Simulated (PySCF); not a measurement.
Bond curve of AlPb

Set-up: Al cc-pV(D+d)Z, Pb cc-pVDZ-PP with ECP60; scalar-relativistic core potentials (PySCF 2.14). Energies in eV from Al + Pb in their ground configurations at the same level. State: ⁴Σ⁻ (quartet), unpaired electrons σ ↑, π ↑↑.

All columns are PBE. A positive dipole means Al(−)Pb(+).

| R (Å) | E (eV) | μ (D) | Mulliken charge on Al (basis-dependent) | HOMO (eV) | LUMO (eV) | Mayer bond order | ⟨S²⟩ |
| --- | --- | --- | --- | --- | --- | --- | --- |
| 2.342 | -1.588 | 0.10 | -0.03 | -4.31 | -3.62 | 1.80 | 3.75 |
| 2.451 | -1.946 | 0.05 | -0.02 | -4.38 | -3.50 | 1.74 | 3.75 |
| 2.560 | -2.146 | -0.01 | 0.00 | -4.43 | -3.39 | 1.68 | 3.75 |
| 2.641 | -2.221 | -0.07 | 0.01 | -4.46 | -3.31 | 1.63 | 3.75 |
| 2.723 | -2.250 | -0.15 | 0.02 | -4.41 | -3.25 | 1.59 | 3.75 |
| 2.805 | -2.242 | -0.23 | 0.03 | -4.33 | -3.27 | 1.54 | 3.75 |
| 2.914 | -2.193 | -0.35 | 0.04 | -4.24 | -3.29 | 1.49 | 3.75 |
| 3.050 | -2.088 | -0.53 | 0.05 | -4.14 | -3.29 | 1.43 | 3.75 |
| 3.213 | -1.929 | -0.76 | 0.07 | -4.04 | -3.28 | 1.37 | 3.75 |
| 3.431 | -1.694 | -1.08 | 0.08 | -3.92 | -3.25 | 1.31 | 3.75 |

A fit through these points gives, at Re = 2.744 Å, μ = -0.17 D and dμ/dR = -0.986 D/Å; the reduced mass is 23.88 u.

Question: How strong is the fundamental in the double-harmonic approximation, I = 42.26·(dμ/dR)²/μred km/mol?

Answer: I = 42.26·(-0.986)²/23.88 = 1.72 km/mol at PBE.

Spin–orbit coupling is left out, which matters for elements this heavy, above all for dissociation energies. The state is the lowest determinant that a PBE0 search found; another state may lie lower at other levels.
